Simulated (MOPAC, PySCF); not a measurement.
[W(OH)6], neutral singlet in the gas phase. 

Cartesian coordinates (Å):
```xyz
13

W      0.6325    -0.1096     0.2895
O      0.1337    -0.9568    -1.4132
H     -0.2189    -0.3115    -2.0577
O      0.7490    -1.9518     0.8091
H      0.2705    -2.6033     0.2587
O     -0.1689     1.4820    -0.4290
H     -1.0729     1.6730    -0.1054
O      1.7097     0.4957     1.7471
H      2.6660     0.6100     1.5686
O      2.3548     0.2350    -0.5901
H      2.3816    -0.0831    -1.5142
O     -0.9729     0.0153     1.4037
H     -1.0701    -0.6698     2.0937
```
Charge 0, multiplicity 1.

All levels are single points at this geometry (BP86-D3(BJ)/def2-SVP); Pople sets use spherical d functions. Orbital energies aren't observables, and empty levels follow the basis.

```csv
level,HOMO (eV),LUMO (eV),gap (eV),dipole (D),"vertical IE, Delta-SCF (eV)"
B3LYP-D3(BJ)/def2-TZVP in PySCF,-8.56,-3.07,5.49,1.90,–
PBE-D3(BJ)/def2-TZVP in PySCF,-7.13,-3.47,3.65,1.82,–
TPSSh-D3(BJ)/def2-TZVP in PySCF,-7.89,-3.18,4.70,1.87,–
B3LYP/6-311+G** (LANL2DZ on W) in PySCF,-8.76,-3.70,5.06,2.00,–
B3LYP/6-31G* (LANL2DZ on W) in PySCF,-8.25,-3.10,5.15,2.07,10.44
B3LYP/LANL2DZ in PySCF,-8.62,-3.62,5.00,2.45,–
BP86/6-31G* (LANL2DZ on W) in PySCF,-6.94,-3.53,3.40,2.01,–
M06-2X/6-31G* (LANL2DZ on W) in PySCF,-10.27,-2.15,8.13,2.15,–
PBE/6-31G* (LANL2DZ on W) in PySCF,-6.82,-3.42,3.40,2.00,–
SVWN5/6-31G* (LANL2DZ on W) in PySCF,-6.99,-3.56,3.44,2.09,–
HF/6-31G* (LANL2DZ on W) in PySCF,-13.09,-0.01,13.08,2.32,–
PM6 in MOPAC,-10.50,0.87,11.37,2.09,–
PM7 in MOPAC,-12.85,-0.28,12.57,2.23,–
```
